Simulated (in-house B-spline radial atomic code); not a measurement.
Pr²⁺ is squeezed into an impenetrable sphere of radius R (the orbitals vanish at R). Method: Dirac-Kohn-Sham LDA VWN5, spherical fractional occupations, Fermi nucleus of rms radius 4.8919 fm. Calculated with a B-spline radial code for spherical atoms.

Energies in eV above the free ion in [Xe] 4f3:

| R (bohr) | highest level (eV) | [Xe] 4f3 | [Kr] 4d9 4f4 5s2 5p6 | [Kr] 4d10 4f3 5s2 5p5 5f1 |
| --- | --- | --- | --- | --- |
| 7 | -13.9 | 0.004369 | 109.3 | 34.2 |
| 5.92 | -13.9 | 0.034 | 109.3 | 36.2 |
| 5.14 | -13.7 | 0.1744 | 109.4 | 39.01 |
| 4.28 | -12.8 | 1.217 | 110.4 | 45.43 |
| 3.36 | -8.76 | 10.61 | 119.6 | 66.64 |
| 3.05 | -5.38 | 22.25 | 131.1 | 84.98 |
| 2.54 | 5.38 | 76.63 | 185.4 | 155.7 |
| 2.17 | 20.9 | 193.8 | 303.2 | 290.6 |
| 1.68 | 94 | 733 | 847.2 | 860 |
| 1.28 | 328 | 2584 | 2709 | 2719 |

**Question.** Does [Kr] 4d9 4f4 5s2 5p6 fall below [Xe] 4f3 under compression?

**Answer.** No, it stays above over the whole range.

**Question.** Does [Kr] 4d10 4f3 5s2 5p5 5f1 fall below [Xe] 4f3 under compression?

**Answer.** No, it stays above over the whole range.

The highest level is first positive in the row R = 2.54 bohr, pushed up by confinement above the zero of the free ion's potential. Each configuration is held fixed and needn't be the lowest in the sphere.
